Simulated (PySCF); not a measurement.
**`COc1ccsc1`, C$_{5}$H$_{6}$OS**

Molfile (atoms numbered from 1):
```
C5H6OS
     RDKit          3D

 13 13  0  0  0  0  0  0  0  0999 V2000
    1.9944   -0.2551   -0.2063 C   0  0  0  0  0  0  0  0  0  0  0  0
    0.8651    0.5666   -0.2931 O   0  0  0  0  0  0  0  0  0  0  0  0
   -0.3328   -0.0382   -0.2136 C   0  0  0  0  0  0  0  0  0  0  0  0
   -1.5258    0.7452   -0.2921 C   0  0  0  0  0  0  0  0  0  0  0  0
   -2.6515   -0.0226   -0.1951 C   0  0  0  0  0  0  0  0  0  0  0  0
   -2.2822   -1.6886   -0.0087 S   0  0  0  0  0  0  0  0  0  0  0  0
   -0.5874   -1.3828   -0.0584 C   0  0  0  0  0  0  0  0  0  0  0  0
    2.0202   -0.9958   -1.0261 H   0  0  0  0  0  0  0  0  0  0  0  0
    2.0295   -0.7948    0.7573 H   0  0  0  0  0  0  0  0  0  0  0  0
    2.8742    0.3959   -0.2844 H   0  0  0  0  0  0  0  0  0  0  0  0
   -1.5156    1.8280   -0.4153 H   0  0  0  0  0  0  0  0  0  0  0  0
   -3.6886    0.3079   -0.2235 H   0  0  0  0  0  0  0  0  0  0  0  0
    0.1190   -2.2045    0.0284 H   0  0  0  0  0  0  0  0  0  0  0  0
  1  2  1  0
  2  3  1  0
  3  4  1  0
  4  5  2  0
  5  6  1  0
  6  7  1  0
  7  3  2  0
  1  8  1  0
  1  9  1  0
  1 10  1  0
  4 11  1  0
  5 12  1  0
  7 13  1  0
M  END
```

Level of theory: quadratic response CAM-B3LYP/def2-TZVPD first hyperpolarisability, Taylor convention, gas phase in PySCF. Geometry: PBE0-D3(BJ)/def2-SVP.

(1) Give the tensor of the second harmonic β(−2ω;ω,ω) at 1064 nm in the axes of these coordinates.

Results:

(1) In au, Taylor convention; rows are the first index (the induced dipole):
|  | xx | yy | zz | xy | xz | yz |
| --- | --- | --- | --- | --- | --- | --- |
| x | +101.8 | +73.7 | +26.8 | +102.8 | -12.1 | -5.8 |
| y | +99.4 | +56.8 | +68.7 | +83.7 | -6.9 | +8.8 |
| z | -11.8 | +8.8 | -24.5 | -7.0 | +26.3 | +67.9 |

Norm of βᵢ = ⅓ Σⱼ (βᵢⱼⱼ + βⱼᵢⱼ + βⱼⱼᵢ): 309.3 au, hyper-Rayleigh value 122.3 au.
